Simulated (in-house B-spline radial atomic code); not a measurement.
Results of a calculation; reference values are marked as such.
**Weak and strong correlation along the adiabatic connection**

Two-electron singlets in several external potentials (atomic units), by full CI in B-splines with partial waves to l = 8 (correlation energies up to 0.6 % small). The repulsion is scaled by λ at fixed density; W(λ) is the mean repulsion less the Hartree energy, W(0) = E_x, and the area under W from 0 to 1 is E_xc.

One system gave this curve:

```json
{"λ": "0", "W (hartree)": "-0.71125"}
{"λ": "0.02", "W (hartree)": "-0.7132"}
{"λ": "0.05", "W (hartree)": "-0.71609"}
{"λ": "0.12", "W (hartree)": "-0.7226"}
{"λ": "0.25", "W (hartree)": "-0.73393"}
{"λ": "0.4", "W (hartree)": "-0.7459"}
{"λ": "0.6", "W (hartree)": "-0.76022"}
{"λ": "0.8", "W (hartree)": "-0.77294"}
{"λ": "1", "W (hartree)": "-0.78428"}
{"λ": "1.4", "W (hartree)": "-0.80358"}
{"λ": "2", "W (hartree)": "-0.82621"}
{"λ": "3", "W (hartree)": "-0.85304"}
{"λ": "4.5", "W (hartree)": "-0.8791"}
{"λ": "7", "W (hartree)": "-0.90489"}
{"λ": "10", "W (hartree)": "-0.92316"}
```

Question: Which system is it?
A. −V exp(−r²/w²), V = 4.63, w = 2.8
B. ω²r²/2 − Z/r, ω = 1.47, Z = 1
C. ω²r²/2 − Z/r, ω = 3.82, Z = 1
D. −Z/r, Z = 7.35, wall at 0.895 bohr

Answer: A. The exchange energy sets the size: −V exp(−r²/w²), V = 4.63, w = 2.8: E_x = -0.711, E_c = -0.0402; −Z/r, Z = 7.35, wall at 0.895 bohr: E_x = -4.4, E_c = -0.0451; ω²r²/2 − Z/r, ω = 3.82, Z = 1: E_x = -1.69, E_c = -0.0436; ω²r²/2 − Z/r, ω = 1.47, Z = 1: E_x = -1.11, E_c = -0.0411 hartree.
